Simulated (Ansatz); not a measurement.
`C=C[SiH2]O[SiH2]F` + SiH₄ → `F[SiH2]O[SiH2][SiH3]` + ethylene  (formal exchange of groups at the Si–C bond)

Program: Ansatz. Geometries: PBE0-D4/def2-TZVP. ΔE: electronic, gas phase. CCSD(T)/CBS adds triple-zeta CCSD(T) − MP2 to the extrapolated MP2 energy (def2 sets, frozen cores). This one scheme is used for every species. Functionals use def2-TZVPP. Each species was taken in one conformer, which may not be the lowest.

`C=C[SiH2]O[SiH2]F`:

Cartesian coordinates in Å:
```
C -0.083 -1.916 1.313
C -0.339 -0.710 1.812
Si -0.420 0.816 0.770
O -0.112 0.392 -0.787
Si 0.538 0.790 -2.211
F -0.416 1.818 -2.968
H -0.041 -2.804 1.938
H 0.093 -2.065 0.252
H -0.512 -0.616 2.883
H -1.767 1.440 0.846
H 0.587 1.817 1.217
H 1.841 1.466 -2.021
H 0.632 -0.427 -3.043
```

SiH₄:

Z-matrix (Å, degrees):
```
Si
H 1 1.485
H 1 1.485 2 109.5
H 1 1.485 2 109.5 3 -120.0
H 1 1.485 2 109.5 3 120.0
```

`F[SiH2]O[SiH2][SiH3]`:

Z-matrix (Å, degrees):
```
Si
O 1 1.617
F 1 1.594 2 109.7
H 1 1.481 2 110.3 3 -117.5
H 1 1.476 2 108.8 3 117.6
Si 2 1.648 1 146.3 3 74.5
Si 6 2.346 2 111.3 1 26.3
H 6 1.487 2 108.9 1 -95.3
H 6 1.486 2 107.6 1 147.3
H 7 1.488 6 109.0 2 -179.2
H 7 1.488 6 110.5 2 -59.5
H 7 1.488 6 110.8 2 61.0
```

`C=C`:

Cartesian coordinates in Å:
```
C 0.218 -0.315 -0.539
C -0.218 0.315 0.539
H 1.275 -0.498 -0.704
H -0.463 -0.676 -1.303
H -1.275 0.497 0.704
H 0.463 0.676 1.303
```

```tsv
level	ΔE (kJ/mol)
r2SCAN	10.9
PBE0	5.3
HF/def2-TZVPP	22.2
SCS-MP2/def2-QZVPP	21.9
```

What does CCSD(T)/CBS give? (Best estimate.)

Ansatz gave: +14.2 kJ/mol. The listed levels differ from it by -3.3, -8.9, 8.0, 7.7 kJ/mol.

Largest T1 diagnostic among the species: 0.012.

From PBE to PBE0 (25 % exact exchange), in def2-TZVPP and without D4, ΔE moves by +3.6 kJ/mol.
